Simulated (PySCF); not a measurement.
Two species compared at the same levels of theory.

First species: Methyl acetate, C₃H₆O₂.
SMILES: `COC(C)=O`

Second species: 1-cyclopropylpenta-1,3-diyne, C8H8.
InChI=1S/C8H8/c1-2-3-4-5-8-6-7-8/h8H,6-7H2,1H3

Levels: CAM-B3LYP/def2-SVPD for dipole moment, HOMO energy, LUMO energy, HOMO–LUMO gap, static isotropic polarisability and electronic spatial extent ⟨r²⟩ about the centre of nuclear charge; TDDFT CAM-B3LYP/def2-SVPD for lowest singlet excitation; TDA CAM-B3LYP/def2-SVPD for lowest triplet excitation (Tamm–Dancoff); ΔSCF CAM-B3LYP/def2-SVPD for vertical ionisation energy; PBE0-D3(BJ)/def2-SVP for rotational constant A and rotational constant C. Geometries: PBE0-D3(BJ)/def2-SVP. Each species is one conformer at its optimised geometry, gas phase, non-relativistic unless stated. Electronic properties by PySCF.

Dipoles, sizes and rotational constants follow the conformer. The torsions of the flexible species, by atom-mapped SMILES:
- `[CH3:1][O:2][C:3]([CH3:4])=[O:5]`: C1–O2–C3–C4 179°

Values for the first species:

```
Dipole moment                                                     : 1.96 D
HOMO energy                                                       : -9.61 eV
LUMO energy                                                       : 1.22 eV
HOMO–LUMO gap                                                     : 10.83 eV
Lowest singlet excitation                                         : 5.97 eV
Lowest triplet excitation (Tamm–Dancoff)                          : 5.44 eV
Static isotropic polarisability                                   : 45.2 au
Vertical ionisation energy                                        : 10.62 eV
Electronic spatial extent ⟨r²⟩ about the centre of nuclear charge : 427 bohr²
Rotational constant A                                             : 10.314 GHz
Rotational constant C                                             : 3.105 GHz
```

Q: Estimate the same properties for the second species, and the change in each.

A: 
```tsv
property	first	second	second less first
dipole moment	1.96 D	0.30 D	-1.66 D
HOMO energy	-9.61 eV	-7.66 eV	+1.95 eV
LUMO energy	1.22 eV	0.77 eV	-0.45 eV
HOMO–LUMO gap	10.83 eV	8.43 eV	-2.40 eV
lowest singlet excitation	5.97 eV	4.48 eV	-1.49 eV
lowest triplet excitation (Tamm–Dancoff)	5.44 eV	3.75 eV	-1.69 eV
static isotropic polarisability	45.2 au	106.0 au	+60.8 au
vertical ionisation energy	10.62 eV	8.36 eV	-2.26 eV
electronic spatial extent ⟨r²⟩ about the centre of nuclear charge	427 bohr²	1841 bohr²	+1414 bohr²
rotational constant A	10.314 GHz	12.570 GHz	+2.256 GHz
rotational constant C	3.105 GHz	0.614 GHz	-2.491 GHz
```

On the first: S1 lies 4.86 eV below the HOMO–LUMO gap; its leading configuration is HOMO→LUMO+1, weight 0.95. The dipole matches unit charges of opposite sign 0.41 Å apart (1 e·Å = 4.8032 D).

On the second: The principal polarisabilities are 67.1, 68.1 and 182.7 au; their mean is the isotropic value. The vertical singlet–triplet gap S1 − T1 is 0.73 eV (TDDFT singlet less Tamm–Dancoff triplet; S1: HOMO→LUMO, weight 0.86; T1: HOMO→LUMO+1, weight 0.52, beside HOMO−1→LUMO, weight 0.37).
